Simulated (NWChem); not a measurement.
C₃H₃Cl; SMILES C=C=CCl

Computed with NWChem. Pople sets run with spherical d functions. The geometry was optimised at PBE0/def2-SVP. Ions are spin-unrestricted doublets at the neutral geometry. Hybrids' shares of exact exchange are those that their runs print; pure functionals count as 0. The functionals differ in more than this share.

```csv
row,share of exact exchange,ΔSCF ionisation energy minus −ε(HOMO) (eV)
PBE/6-31G*,0.00,3.30
B3LYP/6-31G*,0.20,2.47
PBE0/6-31G*,0.25,2.24
M06-2X/6-31G*,0.54,withheld
```

Problem. Fit a straight line of the last column on the one before it, predict the withheld value, and compare with the run.

Solution. 
1. Means of the 3 shown rows: x = 0.150, y = 2.670. Slope Σ(x − x̄)(y − ȳ)/Σ(x − x̄)² = -0.1475/0.03500 = -4.214; intercept 3.302.
2. The shown rows scatter about the line by 0.008 (root mean square); the largest residual is +0.01, at B3LYP/6-31G*.
3. At x = 0.54 (M06-2X/6-31G*; beyond the shown range) the line gives 1.03.
4. The run gives 1.25, +0.22 from the line. The line crosses zero at a share of 0.78, outside the shown range.
